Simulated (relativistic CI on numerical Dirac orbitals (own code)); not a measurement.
Hyperfine structure of Os⁴³⁺, mass number 187

Method of calculation: Dirac-Coulomb-Breit CI, separate exchange-only KLI orbitals for each configuration, QED by a radiative potential, unscaled Slater integrals (own radial code, finite nucleus).

CI space (outside the closed core [Ar] 3d10): 4s2.4p3, 4s.4p4, 4s2.4p2.4d, 4p5, 4s.4p3.4d, 4s2.4p2.4f, 4s.4p3.4f, 4p4.4d, 4s.4p2.4d2, 4s2.4p.4d.4f, 4p4.4f, 4s2.4p.4d2, 4s2.4d3, 4s.4p.4d3, 4s2.4d2.4f, 4s.4p.4d2.4f, 4p3.4d2, 4p2.4d3, 4p2.4d2.4f. Double excitations out of closed p, d and f shells are left out; levels of such configurations are missing from the list, as are those of other unlisted configurations, and high levels can miss mixing partners.

Nuclear spin I = 1/2, μ = 0.06442 μN (tables of Stone and Pyykkö). The electronic factors are computed for point nuclear moments, without core polarisation or the Bohr-Weisskopf and QED corrections.

```csv
Level,E (cm⁻¹),A (GHz)
4s2.4p3 2D°_5/2,878807,22.32
4s2.4p3 2P°_1/2,939260,77.5
4s.4p4 4P_5/2,1684223,44.87
4s2.4p3 2P°_3/2,1779380,8.732
4s.4p4 2S_1/2,1795585,225.7
4s2.4p2.4d 4D_1/2,2128165,30.26
```

Levels with J = 0, under 50 % of one LS term, or S terms without an open s electron are left out. Small factors come from cancelling terms and can be off by tens of per cent or more.

At this charge energies of transitions that change n are usually good to better than 1 %, and those within a shell (Δn = 0) to a few per cent.

**Question.** Give the hyperfine levels of 4s2.4p3 2P°_1/2 relative to its centre of gravity.

**Answer.** With K = F(F + 1) − I(I + 1) − J(J + 1), E = AK/2: F = 0: -58.12, F = 1: 19.37 GHz.

LS names give the leading component of a level, which can be under half, so a name can repeat, a term be missing and a line seem to break the LS rules.
